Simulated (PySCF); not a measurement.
Compound: C4H6F3NS.
Cartesian coordinates in Å at the GFN2-xTB level; atoms count from 1:
```
atom  x, y, z in Å
N1    -1.8304    0.9312   -0.0050
C2    -1.2170    0.0496   -0.8054
S3    -1.3184    0.1421   -2.4361
C4    -0.4201   -1.0414   -0.1385
C5     1.0789   -0.7143   -0.1540
C6     1.4043    0.4944    0.7015
F7     1.0003    1.6527    0.1607
F8     2.7197    0.6144    0.9214
F9     0.8199    0.4344    1.9153
H10   -2.3003    1.7157   -0.4274
H11   -1.6780    0.9433    0.9906
H12   -0.7580   -1.1932    0.8893
H13   -0.5657   -1.9658   -0.6978
H14    1.6546   -1.5548    0.2371
H15    1.4061   -0.5003   -1.1737
```

Mayer bond orders were computed from the PBE0/pcSseg-1 density (PySCF). One conformer (not necessarily the lowest) at the GFN2-xTB geometry, without solvent, vibrations or thermal averaging.

Question: Rank these bonds by Mayer order, highest first.
A. C4–C5
B. N1–C2
C. C2–S3
D. C2–C4

Answer: C (1.69), B (1.30), A (1.03), D (0.96).

Set the orders of all bonds between heavy atoms beside their lengths and the difference of the Mulliken charges at their ends.

| bond | Mayer order | length (Å) | q(first) − q(second) (e) |
| --- | --- | --- | --- |
| C2–S3 | 1.689 | 1.637 | +0.060 |
| N1–C2 | 1.302 | 1.339 | -0.165 |
| C4–C5 | 1.027 | 1.534 | +0.121 |
| C5–C6 | 1.018 | 1.516 | -1.042 |
| C6–F8 | 1.007 | 1.339 | +1.031 |
| C6–F7 | 1.000 | 1.341 | +1.031 |
| C6–F9 | 0.968 | 1.348 | +1.051 |
| C2–C4 | 0.958 | 1.507 | +0.044 |

The Mayer order sums products of elements of PS (density times overlap matrix) between the two atoms' basis functions, so it depends on the basis set.

These values come from a run that also computed NMR shieldings. Hardware: an Intel Xeon at 2.70 GHz with one thread, no GPU, shared host. Cost: 44 s, 0.84 GiB resident at most.
